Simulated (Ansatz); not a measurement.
The same path of Cl2GaH + H (5 atoms, charge 0, multiplicity 2) was run twice with different band settings. Lost on the way: Ga1–H2. Made: H2–H5.

Theory: UKS PBE0-D4/def2-SVP in Ansatz 0.2.0.

Relaxed end points:

```xyz
5
Properties=species:S:1:pos:R:3
Ga 0.000 0.000 -0.248
H 0.000 0.000 1.299
Cl 1.803 0.000 -1.395
Cl -1.803 0.000 -1.395
H 0.000 0.000 4.099
```

```xyz
5
Properties=species:S:1:pos:R:3
Ga 0.000 0.000 -0.551
H 0.000 0.000 2.732
Cl 1.866 0.000 -1.657
Cl -1.866 0.000 -1.657
H 0.000 0.000 3.494
```

Common settings: spring 5.0 eV/Å²; optimiser quadratic models (default); start path through a guess of the saddle point; force threshold 0.05 eV/Å; iteration limit 60; end points relaxed.

| run | movable images | climbing image |
| --- | --- | --- |
| 1 | 7 | yes |
| 2 | 6 | no |

What does each run give, and how far can it be trusted?

Run 1: converged after 7 iterations, highest image 0.029 eV above the first end. A vibrational analysis at the climbing image gives one clearly imaginary mode, 393i cm⁻¹: a first-order saddle point.
Run 2: converged after 5 iterations, highest image 0.023 eV above the first end. No image climbed, so the highest image needn't sit at the top of the path.
